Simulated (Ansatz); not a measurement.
Two isomers of C3H10Si2: A = `C1C[SiH2][SiH2]C1`, B = `CC1[SiH2]C[SiH2]1`.

Calculated with Ansatz (gas phase, PBE0-D4/def2-TZVP geometries, no zero-point term in ΔE). CBS: MP2 limit from def2 TZ/QZ plus the TZ coupled-cluster correction, frozen cores. DFT in def2-TZVPP. B3LYP here is the variant with VWN-RPA as its local correlation; programs differ in this.

A:

```xyz
15

C     0.304    0.179   -1.274
C     1.405    0.211   -0.206
Si    0.796   -0.728    1.327
Si   -1.453   -0.299    0.851
C    -1.039    0.678   -0.724
H     0.185   -0.848   -1.641
H     0.602    0.776   -2.143
H     1.605    1.248    0.086
H     2.344   -0.195   -0.591
H     1.157   -2.172    1.260
H     1.335   -0.172    2.598
H    -2.214    0.504    1.847
H    -2.242   -1.523    0.539
H    -0.956    1.737   -0.455
H    -1.829    0.603   -1.474
```

B:

Z-matrix (Å, degrees):
```
Si
C 1 1.898
Si 1 2.587 2 47.0
C 1 1.892 2 91.0 3 18.1
H 1 1.491 2 117.0 3 139.3
H 1 1.490 2 111.0 3 -95.4
C 2 1.519 1 122.4 3 126.2
H 2 1.100 1 106.1 3 -105.5
H 3 1.490 1 108.0 2 -102.3
H 3 1.491 1 143.5 2 77.6
H 4 1.088 1 118.5 2 -138.8
H 4 1.093 1 111.5 2 93.6
H 7 1.093 2 111.1 1 -53.8
H 7 1.094 2 111.9 1 66.1
H 7 1.094 2 111.9 1 -173.6
```

Task: Which isomer does CCSD(T)/CBS put lower? Give the gap. (An estimate is asked.)

Result: Ansatz gave: A, by 2.6 kJ/mol.

Task: Give E(B) − E(A) in kJ/mol with MP2/def2-TZVPP, CCSD/def2-TZVPP, PBE-D4, r2SCAN-D4, B3LYP-D4, CCSD(T)/def2-TZVPP, ωB97M-V. (An estimate is asked.)

Result: The calculation gave: MP2/def2-TZVPP -3.0, CCSD/def2-TZVPP 4.6, PBE-D4 9.3, r2SCAN-D4 2.6, B3LYP-D4 4.6, CCSD(T)/def2-TZVPP 4.7, ωB97M-V -3.1. The order is the other way round with MP2/def2-TZVPP, ωB97M-V.

Largest T1 diagnostic: 0.011.
